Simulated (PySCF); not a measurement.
## Electronic absorption of C4H7N3

C4H7N3.
SMILES: `CC1=C(C)NN=N1`

The calculation used TDDFT CAM-B3LYP/def2-SVPD, vertical, gas phase, core orbitals frozen in the response in PySCF 2.14.0, density-fitted response routines. Geometry: GFN2-xTB; no solvent, vibrations or thermal averaging.

```
state  E (eV)  ν̃ (cm⁻¹)       f  symmetry  main configurations (H = HOMO, L = LUMO)
   S1    5.71      46040  0.0085        A″                             H-1→L+1 (92%)
   S2    6.32      50990   0.149        A′                               H→L+1 (93%)
   S3    6.44      51930  0.0008         –                                 H→L (94%)
   S4    7.24      58430  0.0001         –                               H→L+2 (91%)
   S5    7.33      59080   0.014        A′                               H-1→L (82%)
   S6    7.36      59320   0.010        A′                H-2→L+1 (50%), H→L+4 (41%)
   S7    7.45      60110  0.0016         –                             H-1→L+4 (77%)
   S8    7.56      60980  0.0013         –                             H-3→L+1 (82%)
```

Triplets (Tamm–Dancoff): T1 4.32 eV, H→L+1 (91%); T2 4.75 eV, H-1→L+1 (78%), H-1→L+4 (18%); T3 5.74 eV, H-2→L+1 (83%), H-2→L+4 (9%).

The lowest singlet comes at 217 nm (551 kJ/mol) in the ultraviolet; it is weak; its leading configuration is HOMO-1→LUMO+1 (92%). The strongest level in the table is S2 at 6.32 eV (196 nm, f = 0.149). Löwdin shares by element: HOMO carbon 49% or more, nitrogen 28% or more (atoms not listed hold the other 23%); LUMO carbon 38% or more, hydrogen 23% or more (atoms not listed hold the other 40%). Of the 8 states listed, 3 reach f = 0.01 and 1 stays under 0.0005. The listed states span 1.85 eV, and the widest gap between neighbours is 0.81 eV (S3 to S4). Orbital energies (eV): HOMO-3 -10.86, HOMO-2 -9.89, HOMO-1 -8.81, HOMO -8.26, LUMO 0.99, LUMO+1 1.10, LUMO+2 1.77. Symmetry labels in Cs follow from the direction of the transition dipole and are given only for states with f of 0.002 or more. The window holds the lowest 8 singlets.

The run took about 70 s of CPU time (one thread, shared machine).
